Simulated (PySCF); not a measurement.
**Mg⁺: ionisation energy**

Mg⁺ [Ne] 3s1 (2S) → Mg²⁺ [Ne] (1S), as a difference of total energies. Calculation: PySCF 2.14, in pcseg-2 (5s3p1d, 19 functions); the non-relativistic Hamiltonian (point nucleus). The calculations carry no spin-orbit coupling.

```tsv
method	ionisation energy (eV)
UHF	14.716
TPSS	15.081
PBE	15.338
```

For comparison: 15.035 eV (measured; NIST Atomic Spectra Database, ionization energies).
